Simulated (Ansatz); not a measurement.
Mulliken charges of `S[CH2][GaH2]` from B3LYP/def2-TZVPP in Ansatz (PBE0-D4/def2-TZVP geometry).

| atom | x (Å) | y (Å) | z (Å) | charge (e) |
| --- | --- | --- | --- | --- |
| S1 | -1.385 | 0.593 | 0.562 | -0.127 |
| C2 | 0.379 | 0.868 | 0.112 | -0.284 |
| Ga3 | 0.524 | -1.093 | -0.053 | 0.160 |
| H4 | -1.850 | 0.405 | -0.684 | 0.120 |
| H5 | 0.842 | 1.305 | 0.995 | 0.123 |
| H6 | 0.458 | 1.550 | -0.730 | 0.127 |
| H7 | 0.085 | -1.726 | -1.417 | -0.061 |
| H8 | 0.947 | -1.902 | 1.215 | -0.058 |

**Question.** By hand: the dipole of these point charges (1 e Å = 4.8032 D).

**Answer.** Σ q r = (0.032, 0.125, -0.148) e Å, of length 0.196 e Å = 0.94 D.

**Question.** How does the dipole of the full density compare? (An estimate is asked.)

**Answer.** The calculation gave: (0.039, 0.256, -0.139) e Å, 1.41 D; the point charges give 0.67 times that, at 21° from its direction.

Point charges leave out the atoms' own dipoles, such as those of lone pairs, and Mulliken's split depends on the basis, so the two needn't agree.

B3LYP here is the variant with VWN-RPA as its local correlation; programs differ in this.
